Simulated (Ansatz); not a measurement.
Ansatz (a quantum-chemistry and plane-wave program) input (PBE0/def2-TZVP):

Ansatz 0.2 input:
```yaml
crystal:
  periodic: [false, false, false]
  atoms:
    - {symbol: C, position_ang: [-2.11899073, -0.17605694, -0.24107760]}
    - {symbol: C, position_ang: [-0.77391354, -0.09433284, -0.08516009]}
    - {symbol: C, position_ang: [0.14048677, -1.16038058, 0.12869497]}
    - {symbol: C, position_ang: [1.45477232, -0.64948201, 0.23959125]}
    - {symbol: C, position_ang: [1.45115808, 0.71157912, 0.10826321]}
    - {symbol: C, position_ang: [0.04483036, 1.18868065, -0.10885226]}
    - {symbol: H, position_ang: [-2.72602451, 0.70525181, -0.39974208]}
    - {symbol: H, position_ang: [-2.62792351, -1.13048039, -0.21126206]}
    - {symbol: H, position_ang: [-0.13724207, -2.20215148, 0.19506177]}
    - {symbol: H, position_ang: [2.33485760, -1.25534096, 0.40501354]}
    - {symbol: H, position_ang: [2.31282790, 1.36027981, 0.15079709]}
    - {symbol: H, position_ang: [-0.06777663, 1.71787374, -1.06077809]}
    - {symbol: H, position_ang: [-0.27877832, 1.88452301, 0.67215303]}
basis:
  gaussian:
    orbitals: def2-TZVP
hamiltonian:
  xc: {name: PBE0}
magnetization: {spin_polarized: true, initial_magnetization: 1}
```

End of the output:

```
integrals: 0.15 GiB planned
1388 factors; their error is unknown
0.39 GiB of the device are held for the grids
1.32 GiB of device memory are held for the factors and their scratch space
mean field: 1.45 GiB planned
mean field evaluation 1: about -6318.9598 eV, gradient 4.5e1 eV
mean field evaluation 2: about -6315.2435 eV, gradient 5.2e1 eV
mean field evaluation 4: about -6328.7867 eV, gradient 4.1e0 eV
mean field evaluation 8: about -6328.8905 eV, gradient 2.6e-1 eV
mean field evaluation 16: about -6328.8790 eV, gradient 6.8e-3 eV
mean field -6328.87897064 eV, -232.5820123029 hartree, gradient 1.8e-5 eV, S^2 0.806372; 0 other end points of the search recorded, 0 dependent functions left out
reference -6328.87900172 eV, -232.5820134450 hartree; 22, 21 occupied and 206, 207 virtual orbitals, 1388 factors
Total energy: -6328.87900172 eV, -232.5820134450 hartree
```

It need not be the lowest isomer of its formula.
